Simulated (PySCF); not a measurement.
## Ionisation energy of Hg⁷³⁺ by level of theory

Hg⁷³⁺ [He] 2s2 2p3 [2p1/2^2 2p3/2^1, M_J = 3/2] → Hg⁷⁴⁺ [He] 2s2 2p2 [2p1/2^2, M_J = 0], as a difference of total energies. All numbers are calculated (PySCF 2.14, the two-component X2C-1e Hamiltonian, in an even-tempered Gaussian basis (16 s from 62 bohr⁻², ratio 2.4; 13 p from 81 bohr⁻², ratio 2.4; 5 d from 270 bohr⁻², ratio 2.6; 4 f from 400 bohr⁻², ratio 2.6)). Correlated levels: nothing frozen; the 28 highest virtual spinors dropped. "Screened" scales the spin-orbit matrix elements by Boettger's factors to mimic the two-electron term; Breit and QED terms are absent.

| method | ionisation energy (eV) |
| --- | --- |
| GHF (spin-free) | 20340.0 |
| GMP2 (spin-free) | 20340.2 |
| GHF (screened spin-orbit) | 19698.8 |
| GMP2 (screened spin-orbit) | 19699.2 |

For this ion Breit and QED terms and the two-electron picture change, all absent here, outweigh the correlation shift from GHF to GMP2.

The spin-free rows relax to the high-spin LS determinant and lack the spin-orbit shift.

The labels give the starting determinants; with spin-orbit coupling the two ends relaxed to ⟨J²⟩ = 3.75, ⟨L²⟩ = 2.63, ⟨S²⟩ = 1.45 and ⟨J²⟩ = 0.00, ⟨L²⟩ = 1.33, ⟨S²⟩ = 1.33.

For comparison: 19680 ± 90 eV (theoretical estimate listed by NIST; NIST Atomic Spectra Database, ionization energies).
